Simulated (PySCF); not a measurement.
# `O=C(O)[C@@H]1[C@@H](F)[C@@H]1CF`, C$_{5}$H$_{6}$F$_{2}$O$_{2}$

Molfile (atoms numbered from 1):
```
C5H6F2O2
     RDKit          3D

 15 15  0  0  0  0  0  0  0  0999 V2000
    1.4820    0.0931   -1.3914 O   0  0  0  0  0  0  0  0  0  0  0  0
    1.5417    0.1078   -0.1884 C   0  0  0  0  0  0  0  0  0  0  0  0
    2.6053    0.5481    0.4853 O   0  0  0  0  0  0  0  0  0  0  0  0
    0.4723   -0.3613    0.7266 C   0  0  2  0  0  0  0  0  0  0  0  0
   -0.5020   -1.3844    0.2074 C   0  0  1  0  0  0  0  0  0  0  0  0
   -0.8969   -2.3714    1.0484 F   0  0  0  0  0  0  0  0  0  0  0  0
   -0.9872   -0.0033    0.4565 C   0  0  2  0  0  0  0  0  0  0  0  0
   -1.3805    0.8832   -0.6954 C   0  0  0  0  0  0  0  0  0  0  0  0
   -1.3140    2.2022   -0.3128 F   0  0  0  0  0  0  0  0  0  0  0  0
    3.2920    0.8615   -0.1252 H   0  0  0  0  0  0  0  0  0  0  0  0
    0.7761   -0.4215    1.7625 H   0  0  0  0  0  0  0  0  0  0  0  0
   -0.3852   -1.7555   -0.8036 H   0  0  0  0  0  0  0  0  0  0  0  0
   -1.5817    0.1510    1.3494 H   0  0  0  0  0  0  0  0  0  0  0  0
   -2.4183    0.6969   -0.9922 H   0  0  0  0  0  0  0  0  0  0  0  0
   -0.7081    0.7614   -1.5492 H   0  0  0  0  0  0  0  0  0  0  0  0
  1  2  2  0
  2  3  1  0
  2  4  1  0
  4  5  1  0
  5  6  1  0
  5  7  1  0
  7  8  1  0
  8  9  1  0
  7  4  1  0
  3 10  1  0
  4 11  1  1
  5 12  1  6
  7 13  1  1
  8 14  1  0
  8 15  1  0
M  END
```

The calculation used TDDFT CAM-B3LYP/def2-SVPD circular dichroism and optical rotation, one conformer, gas phase in PySCF 2.14.0. Geometry: GFN2-xTB.

The molecule is flexible and this is one conformer; a measurement averages over conformers.

Draw the ECD and absorption spectra from the lowest 12 states, each a Gaussian of half-width 0.35 eV at 1/e height.


```csv
E (eV),λ (nm),Δε (L mol⁻¹ cm⁻¹),ε (L mol⁻¹ cm⁻¹)
5.42,229,+0.01,3.49
5.52,225,+0.03,7.27
5.62,221,+0.05,12.9
5.72,217,+0.08,19.4
5.82,213,+0.10,24.7
5.92,209,+0.11,26.8
6.02,206,+0.10,24.7
6.12,203,+0.08,19.4
6.22,199,+0.05,12.9
6.32,196,+0.03,7.27
6.42,193,+0.01,3.5
6.52,190,+0.01,1.53
6.62,187,0.00,1.17
6.72,184,0.00,3.69
6.82,182,+0.01,15.9
6.92,179,+0.05,60.4
7.02,177,+0.18,195
7.12,174,+0.50,538
7.22,172,+1.23,1260
7.32,169,+2.57,2520
7.42,167,+4.58,4310
7.52,165,+6.92,6340
7.62,163,+8.74,8120
7.72,161,+8.98,9190
7.82,159,+6.96,9390
7.92,157,+2.97,8920
8.02,155,-1.81,8140
8.12,153,-6.10,7430
8.22,151,-9.21,7120
8.32,149,-11.18,7450
8.42,147,-12.36,8300
8.52,145,-13.10,9180
8.62,144,-13.78,9440
8.72,142,-14.83,8730
8.82,141,-16.36,7210
8.92,139,-17.70,5380
```
Δε uses R in velocity form, ε uses f in length form. Only the states computed contribute, so the short-wavelength end is incomplete.
